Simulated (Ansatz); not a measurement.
Ansatz (a quantum-chemistry and plane-wave program) input (B3LYP-D3(BJ)/def2-TZVP):

Ansatz 0.2 input:
```yaml
crystal:
  periodic: [false, false, false]
  atoms:
    - {symbol: C, position_ang: [1.91623172, 0.40905177, 0.97483791]}
    - {symbol: C, position_ang: [1.16642263, 0.31831302, -0.30121380]}
    - {symbol: C, position_ang: [-0.34206676, -0.07248496, -0.18092180]}
    - {symbol: C, position_ang: [-1.08706441, 0.97042996, 0.65764564]}
    - {symbol: C, position_ang: [-0.47430030, -1.45264794, 0.46988755]}
    - {symbol: C, position_ang: [-0.93604635, -0.11335931, -1.59192697]}
    - {symbol: H, position_ang: [1.94096619, 1.32651635, 1.54622793]}
    - {symbol: H, position_ang: [2.39262861, -0.45951060, 1.40783329]}
    - {symbol: H, position_ang: [1.63871027, -0.42160061, -0.95595939]}
    - {symbol: H, position_ang: [1.20850944, 1.27955993, -0.82414083]}
    - {symbol: H, position_ang: [-2.15053944, 0.72842224, 0.71784762]}
    - {symbol: H, position_ang: [-0.99481307, 1.96631485, 0.21737117]}
    - {symbol: H, position_ang: [-0.69419915, 1.01326426, 1.67474372]}
    - {symbol: H, position_ang: [0.06155616, -2.21092871, -0.10631272]}
    - {symbol: H, position_ang: [-0.07089550, -1.45149056, 1.48375619]}
    - {symbol: H, position_ang: [-1.52283983, -1.75371574, 0.52551312]}
    - {symbol: H, position_ang: [-0.85301684, 0.85944625, -2.08212674]}
    - {symbol: H, position_ang: [-0.42104775, -0.84870662, -2.21448712]}
    - {symbol: H, position_ang: [-1.99407821, -0.38338631, -1.56011742]}
basis:
  gaussian:
    orbitals: def2-TZVP
hamiltonian:
  xc: b3lyp
  dispersion: d3bj
magnetization: {spin_polarized: true, initial_magnetization: 1}
phonons: {temperatures: {t_min: 298.15, t_max: 298.15, t_step: 100}}
```

Output:

```
Functional definition: B3LYP
integrals: 0.22 GiB planned
1652 factors; their error is unknown
0.37 GiB of the device are held for the grids
1.64 GiB of device memory are held for the factors and their scratch space
mean field: 2.06 GiB planned
mean field evaluation 1: about -6418.0425 eV, gradient 6.1e1 eV
mean field evaluation 2: about -6401.6865 eV, gradient 8.1e1 eV
mean field evaluation 4: about -6435.5397 eV, gradient 5.1e0 eV
mean field evaluation 8: about -6435.6533 eV, gradient 8.3e-2 eV
mean field evaluation 16: about -6435.6054 eV, gradient 4.9e-4 eV
mean field -6435.60541220 eV, -236.5041366882 hartree, gradient 2.7e-5 eV, S^2 0.754047; 0 other end points of the search recorded, 0 dependent functions left out
the calculation of the forces begins
reference -6435.60573136 eV, -236.5041484173 hartree; 25, 24 occupied and 239, 240 virtual orbitals, 1652 factors
these checks for a lower state are left out or cut short: stability, starts, cluster_reference, orbital_swaps, neighbouring_geometries, increment
integrals: 0.22 GiB planned
1652 factors; their error is unknown
0.37 GiB of the device are held for the grids
1.64 GiB of device memory are held for the factors and their scratch space
mean field: 2.06 GiB planned
mean field -6435.60546761 eV, -236.5041387247 hartree, gradient 2.3e-6 eV, S^2 0.754043; 0 other end points of the search recorded, 0 dependent functions left out
the calculation of the forces begins
reference -6435.60578672 eV, -236.5041504517 hartree; 25, 24 occupied and 239, 240 virtual orbitals, 1652 factors
these checks for a lower state are left out or cut short: stability, starts, cluster_reference, orbital_swaps, neighbouring_geometries, increment
integrals: 0.22 GiB planned
1652 factors; their error is unknown
0.37 GiB of the device are held for the grids
1.64 GiB of device memory are held for the factors and their scratch space
mean field: 2.06 GiB planned
mean field evaluation 32: about -6435.6053 eV, gradient 6.1e-4 eV
mean field -6435.60524764 eV, -236.5041306410 hartree, gradient 2.3e-6 eV, S^2 0.754052; 0 other end points of the search recorded, 0 dependent functions left out
the calculation of the forces begins
reference -6435.60556687 eV, -236.5041423722 hartree; 25, 24 occupied and 239, 240 virtual orbitals, 1652 factors
these checks for a lower state are left out or cut short: stability, starts, cluster_reference, orbital_swaps, neighbouring_geometries, increment
integrals: 0.22 GiB planned
1652 factors; their error is unknown
0.37 GiB of the device are held for the grids
1.64 GiB of device memory are held for the factors and their scratch space
mean field: 2.06 GiB planned
mean field -6435.60527660 eV, -236.5041317052 hartree, gradient 2.3e-6 eV, S^2 0.754044; 0 other end points of the search recorded, 0 dependent functions left out
the calculation of the forces begins
reference -6435.60559574 eV, -236.5041434333 hartree; 25, 24 occupied and 239, 240 virtual orbitals, 1652 factors
these checks for a lower state are left out or cut short: stability, starts, cluster_reference, orbital_swaps, neighbouring_geometries, increment
integrals: 0.22 GiB planned
1652 factors; their error is unknown
0.38 GiB of the device are held for the grids
1.64 GiB of device memory are held for the factors and their scratch space
mean field: 2.06 GiB planned
mean field -6435.60522720 eV, -236.5041298897 hartree, gradient 2.3e-6 eV, S^2 0.754050; 0 other end points of the search recorded, 0 dependent functions left out
[...]
integrals: 0.22 GiB planned
1652 factors; their error is unknown
0.37 GiB of the device are held for the grids
1.64 GiB of device memory are held for the factors and their scratch space
mean field: 2.06 GiB planned
mean field -6435.60538112 eV, -236.5041355461 hartree, gradient 2.3e-6 eV, S^2 0.754047; 0 other end points of the search recorded, 0 dependent functions left out
the calculation of the forces begins
reference -6435.60570028 eV, -236.5041472752 hartree; 25, 24 occupied and 239, 240 virtual orbitals, 1652 factors
these checks for a lower state are left out or cut short: stability, starts, cluster_reference, orbital_swaps, neighbouring_geometries, increment
integrals: 0.22 GiB planned
1652 factors; their error is unknown
0.38 GiB of the device are held for the grids
1.64 GiB of device memory are held for the factors and their scratch space
mean field: 2.06 GiB planned
mean field -6435.60541346 eV, -236.5041367346 hartree, gradient 2.3e-6 eV, S^2 0.754047; 0 other end points of the search recorded, 0 dependent functions left out
the calculation of the forces begins
reference -6435.60573262 eV, -236.5041484637 hartree; 25, 24 occupied and 239, 240 virtual orbitals, 1652 factors
these checks for a lower state are left out or cut short: stability, starts, cluster_reference, orbital_swaps, neighbouring_geometries, increment
integrals: 0.22 GiB planned
1652 factors; their error is unknown
0.37 GiB of the device are held for the grids
1.64 GiB of device memory are held for the factors and their scratch space
mean field: 2.06 GiB planned
mean field -6435.60534277 eV, -236.5041341369 hartree, gradient 2.3e-6 eV, S^2 0.754047; 0 other end points of the search recorded, 0 dependent functions left out
the calculation of the forces begins
reference -6435.60566198 eV, -236.5041458675 hartree; 25, 24 occupied and 239, 240 virtual orbitals, 1652 factors
these checks for a lower state are left out or cut short: stability, starts, cluster_reference, orbital_swaps, neighbouring_geometries, increment
integrals: 0.22 GiB planned
1652 factors; their error is unknown
0.38 GiB of the device are held for the grids
1.64 GiB of device memory are held for the factors and their scratch space
mean field: 2.06 GiB planned
mean field evaluation 416: about -6435.6045 eV, gradient 5.2e-1 eV
mean field -6435.60531397 eV, -236.5041330785 hartree, gradient 2.3e-6 eV, S^2 0.754047; 0 other end points of the search recorded, 0 dependent functions left out
the calculation of the forces begins
reference -6435.60563309 eV, -236.5041448060 hartree; 25, 24 occupied and 239, 240 virtual orbitals, 1652 factors
these checks for a lower state are left out or cut short: stability, starts, cluster_reference, orbital_swaps, neighbouring_geometries, increment
integrals: 0.22 GiB planned
1652 factors; their error is unknown
0.38 GiB of the device are held for the grids
1.64 GiB of device memory are held for the factors and their scratch space
mean field: 2.06 GiB planned
mean field -6435.60533511 eV, -236.5041338554 hartree, gradient 2.3e-6 eV, S^2 0.754047; 0 other end points of the search recorded, 0 dependent functions left out
the calculation of the forces begins
reference -6435.60565426 eV, -236.5041455840 hartree; 25, 24 occupied and 239, 240 virtual orbitals, 1652 factors
these checks for a lower state are left out or cut short: stability, starts, cluster_reference, orbital_swaps, neighbouring_geometries, increment
integrals: 0.22 GiB planned
1652 factors; their error is unknown
0.37 GiB of the device are held for the grids
1.64 GiB of device memory are held for the factors and their scratch space
mean field: 2.06 GiB planned
mean field -6435.60542527 eV, -236.5041371685 hartree, gradient 2.3e-6 eV, S^2 0.754047; 0 other end points of the search recorded, 0 dependent functions left out
the calculation of the forces begins
reference -6435.60574445 eV, -236.5041488981 hartree; 25, 24 occupied and 239, 240 virtual orbitals, 1652 factors
these checks for a lower state are left out or cut short: stability, starts, cluster_reference, orbital_swaps, neighbouring_geometries, increment
integrals: 0.22 GiB planned
1652 factors; their error is unknown
0.37 GiB of the device are held for the grids
1.64 GiB of device memory are held for the factors and their scratch space
mean field: 2.06 GiB planned
mean field -6435.60527663 eV, -236.5041317061 hartree, gradient 2.3e-6 eV, S^2 0.754047; 0 other end points of the search recorded, 0 dependent functions left out
the calculation of the forces begins
reference -6435.60559576 eV, -236.5041434342 hartree; 25, 24 occupied and 239, 240 virtual orbitals, 1652 factors
these checks for a lower state are left out or cut short: stability, starts, cluster_reference, orbital_swaps, neighbouring_geometries, increment
integrals: 0.22 GiB planned
1652 factors; their error is unknown
0.37 GiB of the device are held for the grids
1.64 GiB of device memory are held for the factors and their scratch space
mean field: 2.06 GiB planned
mean field evaluation 448: about -6435.6053 eV, gradient 1.7e-6 eV
mean field -6435.60534567 eV, -236.5041342432 hartree, gradient 2.3e-6 eV, S^2 0.754047; 0 other end points of the search recorded, 0 dependent functions left out
the calculation of the forces begins
reference -6435.60566486 eV, -236.5041459733 hartree; 25, 24 occupied and 239, 240 virtual orbitals, 1652 factors
these checks for a lower state are left out or cut short: stability, starts, cluster_reference, orbital_swaps, neighbouring_geometries, increment
integrals: 0.22 GiB planned
1652 factors; their error is unknown
0.37 GiB of the device are held for the grids
1.64 GiB of device memory are held for the factors and their scratch space
mean field: 2.06 GiB planned
mean field -6435.60537059 eV, -236.5041351590 hartree, gradient 2.3e-6 eV, S^2 0.754047; 0 other end points of the search recorded, 0 dependent functions left out
the calculation of the forces begins
reference -6435.60568975 eV, -236.5041468880 hartree; 25, 24 occupied and 239, 240 virtual orbitals, 1652 factors
these checks for a lower state are left out or cut short: stability, starts, cluster_reference, orbital_swaps, neighbouring_geometries, increment
integrals: 0.22 GiB planned
1652 factors; their error is unknown
0.38 GiB of the device are held for the grids
1.64 GiB of device memory are held for the factors and their scratch space
mean field: 2.06 GiB planned
mean field -6435.60542425 eV, -236.5041371313 hartree, gradient 2.3e-6 eV, S^2 0.754047; 0 other end points of the search recorded, 0 dependent functions left out
the calculation of the forces begins
reference -6435.60574342 eV, -236.5041488605 hartree; 25, 24 occupied and 239, 240 virtual orbitals, 1652 factors
Total energy: -6436.34880018 eV, -236.5314556926 hartree
Atom 0 at     1.916232     0.409052     0.974838 Å, force    -0.000360    -0.000008    -0.001072 eV/Å
Atom 1 at     1.166423     0.318313    -0.301214 Å, force     0.000924     0.000281    -0.000610 eV/Å
Atom 2 at    -0.342067    -0.072485    -0.180922 Å, force     0.000724     0.000127     0.000721 eV/Å
Atom 3 at    -1.087064     0.970430     0.657646 Å, force     0.000260    -0.000661    -0.000934 eV/Å
Atom 4 at    -0.474300    -1.452648     0.469888 Å, force    -0.000118     0.000832    -0.000818 eV/Å
Atom 5 at    -0.936046    -0.113359    -1.591927 Å, force    -0.000299    -0.000017    -0.000753 eV/Å
Atom 6 at     1.940966     1.326516     1.546228 Å, force     0.000391    -0.000710     0.000252 eV/Å
Atom 7 at     2.392629    -0.459511     1.407833 Å, force     0.000018     0.000766     0.000366 eV/Å
Atom 8 at     1.638710    -0.421601    -0.955959 Å, force    -0.000310    -0.000439     0.000188 eV/Å
Atom 9 at     1.208509     1.279560    -0.824141 Å, force    -0.000474     0.000208     0.000238 eV/Å
Atom 10 at    -2.150539     0.728422     0.717848 Å, force    -0.000046    -0.000267     0.000079 eV/Å
Atom 11 at    -0.994813     1.966315     0.217371 Å, force    -0.000177     0.000049     0.000225 eV/Å
Atom 12 at    -0.694199     1.013264     1.674744 Å, force    -0.000313     0.000345     0.000502 eV/Å
Atom 13 at     0.061556    -2.210929    -0.106313 Å, force    -0.000124    -0.000159     0.000209 eV/Å
Atom 14 at    -0.070896    -1.451491     1.483756 Å, force    -0.000094    -0.000520     0.000435 eV/Å
Atom 15 at    -1.522840    -1.753716     0.525513 Å, force    -0.000164     0.000199     0.000115 eV/Å
Atom 16 at    -0.853017     0.859446    -2.082127 Å, force     0.000162     0.000233     0.000540 eV/Å
Atom 17 at    -0.421048    -0.848707    -2.214487 Å, force     0.000272    -0.000204     0.000506 eV/Å
Atom 18 at    -1.994078    -0.383386    -1.560117 Å, force    -0.000272    -0.000054    -0.000189 eV/Å
Dipole moment:    -0.048174    -0.010324    -0.023979 e Å
Vibrations: 108.67 122.64 229.89 246.35 272.29 274.65 327.40 349.61 407.21 411.88 455.65 567.69 733.58 786.92 881.62 939.69 939.83 964.10 994.21 1038.01 1081.71 1098.04 1220.02 1238.68 1244.81 1328.26 1328.37 1400.13 1400.24 1429.01 1468.15 1481.57 1484.46 1489.45 1490.82 1506.84 1507.51 1518.43 3000.79 3020.30 3022.07 3029.89 3039.69 3080.51 3081.08 3085.33 3087.59 3091.85 3095.98 3147.97 3243.93 cm⁻¹, zero-point energy 4.698712 eV
```

It need not be the lowest isomer of its formula.
